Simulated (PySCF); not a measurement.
# Electronic structure of Ir (iridium, neutral) at the M06-L level

Configuration: [Xe] 4f14 5d7 6s2, high-spin 4F determinant. Calculation: PySCF 2.14, in aug-cc-pVDZ-PP with ECP60MDF (5s5p4d2f, 54 functions); a scalar-relativistic core potential.

```
Total energy                : -104.4613 hartree
One-electron energy         : -180.1054 hartree
Hartree (Coulomb) energy    : 86.1446 hartree
Exchange-correlation energy : -10.5005 hartree
⟨S²⟩                        : 3.7604
⟨L²⟩                        : 12.014
Sum of ⟨r⟩                  : 26.97 bohr
Sum of ⟨r²⟩                 : 55.98 bohr²
Time after the integrals    : 2.7 s of wall time on 1 thread of Neoverse-N1 (shared host)
```

```json
{"shell": "5s α", "electrons": "1", "mean orbital energy (eV)": "-99.655", "spread (eV)": "0", "rms radius, mean of both spins (bohr)": "1.05"}
{"shell": "5s β", "electrons": "1", "mean orbital energy (eV)": "-97.960", "spread (eV)": "0", "rms radius, mean of both spins (bohr)": "1.05"}
{"shell": "5p α", "electrons": "3", "mean orbital energy (eV)": "-57.062", "spread (eV)": "0", "rms radius, mean of both spins (bohr)": "1.22"}
{"shell": "5p β", "electrons": "3", "mean orbital energy (eV)": "-54.541", "spread (eV)": "0", "rms radius, mean of both spins (bohr)": "1.22"}
{"shell": "5d α", "electrons": "5", "mean orbital energy (eV)": "-8.365", "spread (eV)": "0.658", "rms radius, mean of both spins (bohr)": "1.87"}
{"shell": "5d β", "electrons": "2", "mean orbital energy (eV)": "-6.621", "spread (eV)": "0", "rms radius, mean of both spins (bohr)": "1.87"}
{"shell": "6s α", "electrons": "1", "mean orbital energy (eV)": "-6.620", "spread (eV)": "0", "rms radius, mean of both spins (bohr)": "3.19"}
{"shell": "6s β", "electrons": "1", "mean orbital energy (eV)": "-5.493", "spread (eV)": "0", "rms radius, mean of both spins (bohr)": "3.19"}
```

Energies and moments cover only the electrons outside the core potential. Spin-orbit coupling, absent here, splits the open shell strongly.
